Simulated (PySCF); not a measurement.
F₃S, multiplicity 2. Atoms are numbered in the order given.

```xyz
4

F      0.0000     1.6573    -0.2853
S      0.0000     0.0000    -0.3588
F      0.0000    -1.6573    -0.2853
F      0.0000     0.0000     1.2084
```
Charge 0, spin multiplicity 2.

Geometry optimised at PBE0-D3(BJ)/def2-TZVP. The geometry has at least one imaginary mode, so it is a saddle point at that level. The isomer is the one that the SMILES or the coordinates give; other isomers of the formula were not compared.

Level of theory: PBE0-D3(BJ)/def2-TZVP (PySCF).

Frequencies are harmonic and unscaled.

```tsv
mode	ν (cm⁻¹)	IR (km/mol)	moving atoms (share of kinetic energy)
1	113i	5.3	S 52 %, F 48 %
2	374	12.6	F 75 %, S 25 %
3	486	0.4	F 96 %
4	576	4.8	F 99 %
5	734	594.7	S 57 %, F 43 %
6	874	115.6	F 61 %, S 39 %
```
